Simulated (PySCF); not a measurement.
C4H4ClF, SMILES C=C(Cl)/C=C\F. Geometry optimised at B3LYP-D3(BJ)/def2-SVP. The structure was generated by enumeration; whether it is a known compound was not checked. One conformer was computed; it need not be the lowest.

### Question
Give the equilibrium geometry at B3LYP-D3(BJ)/def2-SVP (PySCF confirms it by a frequency run) as bond lengths and angles, and its point group. (An estimate is asked for; the answer gives what the named calculation found.)

### Answer
This is not unique; one that fits is point group Cs.
Atoms: C1 C2 Cl3 C4 C5 F6 H7 H8 H9 H10. Bonds (Å): C1–C2 1.344, C1–H7 1.090, C1–H8 1.092, C2–Cl3 1.754, C2–C4 1.459, C4–C5 1.341, C4–H9 1.093, C5–F6 1.329, C5–H10 1.094. Bond angles (°): C2–C1–H7 121.5, C2–C1–H8 119.9, H7–C1–H8 118.6, C1–C2–Cl3 119.0, C1–C2–C4 122.8, Cl3–C2–C4 118.2, C2–C4–C5 130.9, C2–C4–H9 114.5, C5–C4–H9 114.6, C4–C5–F6 125.4, C4–C5–H10 122.2, F6–C5–H10 112.4.
